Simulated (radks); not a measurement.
Results of a calculation; reference values are marked as such.
The boron ion B+ inside a hard spherical wall (all orbitals vanish at R), configuration held at [He] 2s2 and not refilled when levels cross. Code: a radial shooting solver on a logarithmic mesh with Libxc functionals. Model: scalar-relativistic Kohn-Sham, r2SCAN, spin-polarised, spherical densities, finite nucleus; meta-GGA in the generalised Kohn-Sham scheme; Fermi nuclear charge, rms radius 2.406 fm. Eigenvalues in eV for spin up, with the zero of energy where the potential of the charges vanishes at infinity; a dash marks a level that is unbound or too diffuse for the functional's potential to be trusted. A positive occupied level is held by the wall or, in an anion where self-interaction has pushed it up, behind a barrier. The pressure on the wall is -dE/dV.

| R (bohr) | E (hartree) | kinetic (hartree) | e(1s) | e(2s) | e(2p, empty) | e(3s, empty) | pressure (GPa) |
|---|---|---|---|---|---|---|---|
| free | -24.32398 | 24.263 | -196.79 | -19.732 | -12.963 | - | 0 |
| 20 | -24.32398 | 24.263 | -196.79 | -19.732 | -12.963 | - | < 0.0001 |
| 15 | -24.32398 | 24.263 | -196.79 | -19.732 | -12.963 | - | < 0.0001 |
| 12 | -24.32398 | 24.263 | -196.79 | -19.732 | -12.963 | - | < 0.0001 |
| 10 | -24.32398 | 24.263 | -196.79 | -19.732 | -12.963 | -1.700 | < 0.0001 |
| 8 | -24.32397 | 24.263 | -196.79 | -19.731 | -12.961 | -1.107 | 0.000825 |
| 7 | -24.32389 | 24.264 | -196.78 | -19.726 | -12.952 | -0.392 | 0.00922 |
| 3.5 | -24.22226 | 24.818 | -193.66 | -17.098 | -9.826 | 27.133 | 36.1 |
| 2 | -22.60163 | 29.511 | -177.45 | 10.499 | 13.948 | 158.64 | 2040 |
